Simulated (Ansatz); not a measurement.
Geometry optimisation, Ansatz, RKS BLYP/6-31G*.

Input:

```yaml
crystal:
  periodic: [false, false, false]
  atoms:
    - { symbol: Si, position_ang: [0.063808, -0.119435, 0.210389] }
    - { symbol: H, position_ang: [0.091364, -0.354484, 1.6513] }
    - { symbol: "N", position_ang: [1.835485, -0.197146, 0.160932] }
    - { symbol: H, position_ang: [2.273433, 0.10165, 1.035985] }
    - { symbol: H, position_ang: [2.3835, 0.127896, -0.640484] }
    - { symbol: O, position_ang: [-0.512796, 1.346507, -0.37303] }
    - { symbol: H, position_ang: [-1.474039, 1.322868, -0.558601] }
    - { symbol: "N", position_ang: [-0.897164, -1.350152, -0.568035] }
    - { symbol: H, position_ang: [-0.786549, -2.298237, -0.19739] }
    - { symbol: H, position_ang: [-0.911542, -1.389366, -1.590466] }
basis:
  gaussian: { orbitals: "6-31G*" }
hamiltonian:
  xc: blyp
relax:
  f_tol: 0.03
  max_steps: 50
```

Run as:

```bash
$ ansatz run input.yaml --threads 1 --pin off --max-ram 2048MiB --backend cpu --events-out ev --progress --plain --runs-dir out
```

Task: Where does it end, and by what steps?

Result: The run converged. After 9 steps the energy has fallen by 0.179 eV; H2 moved furthest, 0.31 Å.

```tsv
step	energy less start (eV)	largest force component (eV/Å)	accepted
0	0.0000	1.307	yes
1	-0.1500	0.571	yes
2	-0.1666	0.204	yes
3	-0.1485	0.556	no
4	-0.1710	0.386	yes
5	-0.1766	0.235	yes
6	-0.1767	0.143	yes
7	-0.1785	0.082	yes
8	-0.1788	0.053	yes
9	-0.1792	0.027	yes
```

```xyz
10
Properties=species:S:1:pos:R:3
Si 0.079 -0.138 0.274
H -0.210 -0.340 1.728
N 1.818 -0.226 0.155
H 2.341 0.231 0.908
H 2.253 0.006 -0.743
O -0.442 1.344 -0.338
H -1.414 1.378 -0.455
N -0.829 -1.364 -0.579
H -0.753 -2.318 -0.219
H -0.778 -1.384 -1.601
```

Whether the end is a true minimum wasn't checked by a vibrational analysis.

Time of the run: 24 s on 1 thread of Arm Neoverse V2, with other jobs on the host, peak memory 0.12 GiB.
